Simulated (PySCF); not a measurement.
NICS in isomers of C5H6N2O.

Probes without a nucleus sit at each ring's centroid and 1 Å off its mean plane on both sides; NICS is minus the shielding there, NICSzz its component along the normal. Level: GIAO PBE0/pcSseg-1 (PySCF, non-relativistic, gas phase) on the GFN2-xTB geometries, one conformer each. Atom numbers follow the mapped SMILES.

Problem. Order these rings by mean NICS(1)zz, lowest (most negative) first (ppm).
A. ring C4–N5–C6–N7–O8 in `[CH2:1]=[CH:2][CH2:3][c:4]1[n:5][cH:6][n:7][o:8]1`
B. ring C4–N5–C6 in `[CH3:1][CH2:2][O:3][C@H:4]1[N:5]=[C:6]1[C:7]#[N:8]`
C. ring N2–N3–C4–C5–C6 in `[CH3:1][n:2]1[n:3][cH:4][cH:5][c:6]1[CH:7]=[O:8]`

Solution. C (-30.3), A (-28.3), B (-19.6).

```tsv
SMILES	ring	NICS(0)	NICS(1)	NICS(1)zz	HOMA	rms pucker (Å)	ring atoms with four or more neighbours
Cn1nccc1C=O	5-membered ring with 2 N; formal bonds all aromatic	-12.6	-12.1	-30.3	0.98	0.00	0
C=CCc1ncno1	5-membered ring with 2 N and O; formal bonds all aromatic	-11.4	-11.1	-28.3	0.64	0.00	0
CCO[C@H]1N=C1C#N	3-membered ring with N; formal bonds 1 double, 2 single	-29.8	-10.3	-19.6	–	0.00	1
```

NICS(0) gives another order. The isotropic NICS(1) gives the same order. HOMA uses Krygowski's 1993 parameters; it is left out where a ring has a four-coordinate atom, a triple bond, no multiple bond or a kind of bond without parameters. NICS(1) and NICS(1)zz are means over the two faces.
